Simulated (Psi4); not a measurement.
F₃Sb, singlet, at a GFN2-xTB geometry (core potentials on Sb), with bond 3-1 at 1.6 times its length; Psi4 1.11 with HF/def2-SVP.

Input for Psi4:
```
memory 2 GB

molecule mol {
0 1
Sb    0.001796   -0.002684    0.402632
F    -1.261065   -0.927082   -0.761131
F    -0.291956    2.498064   -1.440565
F     1.432688   -0.617995   -0.771085
}

set {
  basis def2-svp
  reference rhf
  damping_percentage 50
}

energy('scf')
print_variables()
```

Q: Write the output that Psi4 gives for this input, abridged.

A: 
```
   => Loading Basis Set <=

    Name: DEF2-SVP
    Role: ORBITAL
    Keyword: BASIS

    !!!  WARNING: ECP capability is in beta. Please check occupations closely.  !!!

         ---------------------------------------------------------
                                   SCF
               by Justin Turney, Rob Parrish, Andy Simmonett
                          and Daniel G. A. Smith
                              RHF Reference
         ---------------------------------------------------------

  ==> Geometry <==

    Molecular point group: c1
    Full point group: C1

    Geometry (in Angstrom), charge = 0, multiplicity = 1:

       Center              X                  Y                   Z               Mass
    ------------   -----------------  -----------------  -----------------  -----------------
         SB           0.013426146046    -0.102632415987     0.446467813452   120.903812000000
         F           -1.249434853954    -1.027030415987    -0.717295186548    18.998403162730
         F           -0.280325853954     2.398115584013    -1.396729186548    18.998403162730
         F            1.444318146046    -0.717943415987    -0.727249186548    18.998403162730

  Running in c1 symmetry.

  Rotational constants: A =      0.13342  B =      0.07583  C =      0.07154 [cm^-1]
  Rotational constants: A =   3999.85027  B =   2273.22749  C =   2144.67663 [MHz]
  Nuclear repulsion =  186.898957450756882

  Charge       = 0
  Multiplicity = 1
  Electrons    = 50
  Nalpha       = 25
  Nbeta        = 25

  ==> Algorithm <==

  SCF Algorithm Type is DF.
  DIIS enabled.
  MOM disabled.
  Fractional occupation disabled.
  Guess Type is SAD.
  Energy threshold   = 1.00e-06
  Density threshold  = 1.00e-06
  Integral threshold = 1.00e-12

  ==> Primary Basis <==

  Basis Set: DEF2-SVP
    Blend: DEF2-SVP
    Number of shells: 28
    Number of basis functions: 68
    Number of Cartesian functions: 73
    Spherical Harmonics?: true
    Max angular momentum: 2

  Core potential: DEF2-SVP
    Number of shells: 4
    Number of ECP primitives: 18
    Number of ECP core electrons: 28
    Max angular momentum: 3

   => Loading Basis Set <=

    Name: (DEF2-SVP AUX)
    Role: JKFIT
    Keyword: DF_BASIS_SCF

  ==> Integral Setup <==

  SCF_SUBTYPE=INCORE selected. In-core MEM_DF algorithm will be used.
  Using in-core AOs.

  ==> MemDFJK: Density-Fitted J/K Matrices <==

    J tasked:                   Yes
    K tasked:                   Yes
[...]
   @DF-RHF iter  90:  -537.20022382772856   -6.16637e-03   4.01575e-04 ADIIS/DIIS/DAMP=50%
   @DF-RHF iter  91:  -537.19019158170158    1.00322e-02   4.13678e-04 ADIIS/DIIS/DAMP=50%
   @DF-RHF iter  92:  -537.20507869508219   -1.48871e-02   5.20054e-04 ADIIS/DIIS/DAMP=50%
   @DF-RHF iter  93:  -537.20772043616114   -2.64174e-03   4.68771e-04 ADIIS/DIIS/DAMP=50%
   @DF-RHF iter  94:  -537.20479450322716    2.92593e-03   4.25094e-04 ADIIS/DIIS/DAMP=50%
   @DF-RHF iter  95:  -537.20446489116489    3.29612e-04   4.24731e-04 ADIIS/DIIS/DAMP=50%
   @DF-RHF iter  96:  -537.20138138987897    3.08350e-03   4.10921e-04 ADIIS/DIIS/DAMP=50%
   @DF-RHF iter  97:  -537.20119047700473    1.90913e-04   4.44458e-04 ADIIS/DIIS/DAMP=50%
   @DF-RHF iter  98:  -537.20096305021855    2.27427e-04   4.45389e-04 ADIIS/DIIS/DAMP=50%
   @DF-RHF iter  99:  -537.20695664859204   -5.99360e-03   4.48953e-04 ADIIS/DIIS/DAMP=50%
   @DF-RHF iter 100:  -537.20258252702604    4.37412e-03   3.41106e-04 ADIIS/DIIS/DAMP=50%

PsiException: Could not converge SCF iterations in 100 iterations.

  Failed to converge.

Traceback (most recent call last):
  File "psi4", line 375, in <module>
  File "<string>", line 26, in <module>
  File "site-packages/psi4/driver/driver.py", line 533, in energy
  File "site-packages/psi4/driver/procrouting/proc.py", line 2760, in run_scf
  File "site-packages/psi4/driver/procrouting/proc.py", line 2047, in scf_helper
  File "site-packages/psi4/driver/procrouting/scf_proc/scf_iterator.py", line 93, in scf_compute_energy
  File "site-packages/psi4/driver/procrouting/scf_proc/scf_iterator.py", line 86, in scf_compute_energy
  File "site-packages/psi4/driver/procrouting/scf_proc/scf_iterator.py", line 609, in scf_iterate

psi4.driver.p4util.exceptions.SCFConvergenceError: Could not converge SCF iterations in 100 iterations.

Printing out the relevant lines from the Psithon --> Python processed input file:
    ""","mol")
    core.IO.set_default_namespace("mol")
    core.set_global_option("BASIS", "def2-svp")
    core.set_global_option("REFERENCE", "rhf")
    core.set_global_option("DAMPING_PERCENTAGE", 50)
--> energy('scf')
    print_variables()

!-------------------------------------------------------!
!                                                       !
!  Could not converge SCF iterations in 100 iterations. !
!                                                       !
!-------------------------------------------------------!
```

The run did not converge; its last values are not results.
